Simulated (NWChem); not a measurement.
System: SiHBr2F; SMILES F[SiH](Br)Br

NWChem input:

```
start job
memory heap 200 mb stack 900 mb global 1100 mb
geometry units angstroms noautosym nocenter noautoz
  Si     0.725499     0.439311     0.000000
  F      2.069001    -0.434536     0.000000
  Br    -0.430555    -0.045305     1.827175
  Br    -0.430555    -0.045305    -1.827175
  H      1.078572     1.868449     0.000000
end
basis spherical
  * library def2-svp
end
dft
  xc pbe0
  iterations 150
end
property
  efieldgrad
end
task dft property
```

Coordinates come from a B3LYP/6-31G* (spherical d) optimisation.

Vzz is the largest principal value of the second derivative of the potential at the nucleus (NWChem prints the opposite sign); η is the asymmetry. Non-relativistic.

Atoms are numbered as in the input.

Problem. What results follow from this input? (PBE0/def2-SVP.) Quantities: Vzz Br4 (a.u.); η Br4.

Solution. 
* **Vzz Br4 (a.u.)**: 4.488
* **η Br4**: 0.04
